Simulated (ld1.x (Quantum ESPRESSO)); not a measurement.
## As (Z = 33), ultrasoft: configuration errors across variants

As (Z = 33), ultrasoft, made with ld1.x (Quantum ESPRESSO) 7.5 (LDA (PZ), scalar-relativistic). Core [Ne] 3s2, reference 3p6 3d10 4s2 4p2.5 (charge +0.5). Waves: 4s (bound): rcut 1.55, rcutus 1.90 bohr; 4s channel at 3.2 Ry: rcut 1.55, rcutus 1.90 bohr; 3p (bound): rcut 1.00, rcutus 1.05 bohr; 4p (bound): rcut 1.00, rcutus 1.05 bohr; 3d (bound): rcut 1.10, rcutus 1.20 bohr; 3d channel at -3.05 Ry: rcut 1.10, rcutus 1.20 bohr; 4f channel at 0.45 Ry: rcut 1.40, rcutus 1.70 bohr. Local part: all-electron potential smoothed inside 1.20 bohr (lloc = -1). Core correction: none. Augmentation charge: PSQ, radius 0.75 bohr.

All-electron excitation energies from the reference (eV): (1) 3p6 3d10 4s2 4p3 -3.637; (2) 3p6 3d10 4s2 4p2 5.689; (3) 3p6 3d10 4s2 4p1 23.851; (4) 3p6 3d10 4s1 4p4 5.846; (5) 3p6 3d10 4s1 4p0 103.005; (6) 3p6 3d10 4s2 4p3.3 -4.915; (7) 3p6 3d10 4s2 4p0 51.891; (8) 3p6 3d10 4s2 4p2.5 spin -1.025; (9) 3p6 3d10 4s2 4p3 spin -4.961.

Spin tests fill each open shell by Hund’s rule, majority spin first.

Errors AE − PS in meV (a dash: test not solved or not reliable):

```tsv
change	(1)	(2)	(3)	(4)	(5)	(6)	(7)	(8)	(9)	bound ghosts
base	+0.3	-0.7	-6.0	-4.8	-28	+0.3	-25	+17	+20	none
core correction a·sin(br)/r model core inside 0.44 bohr	+0.3	-0.8	-6.7	-5.3	-39	+0.3	-28	+12	+14	none
core correction a·sin(br)/r model core inside 0.62 bohr	+0.3	-0.8	-6.6	-5.2	-39	+0.3	-28	+13	+15	none
core correction a·sin(br)/r model core inside 0.84 bohr	+0.3	-0.8	-6.5	-5.1	-38	+0.3	-27	+14	+17	none
core correction a·sin(br)/r model core inside 0.96 bohr	+0.3	-0.8	-6.4	-5.0	-37	+0.3	-27	+15	+17	none
core correction a·sin(br)/r model core inside 1.16 bohr	+0.3	-0.8	-6.4	-5.0	-37	+0.3	-27	+15	+18	none
core correction a·sin(br)/r model core inside 1.22 bohr	+0.3	-0.8	-6.4	-5.0	-37	+0.3	-27	+15	+18	none
```

Problem. Give the same row for: core correction a·sin(br)/r model core inside 0.70 bohr.

Solution. +0.3, -0.8, -6.5, -5.2, -38, +0.3, -28, +14, +16; bound ghosts: none.
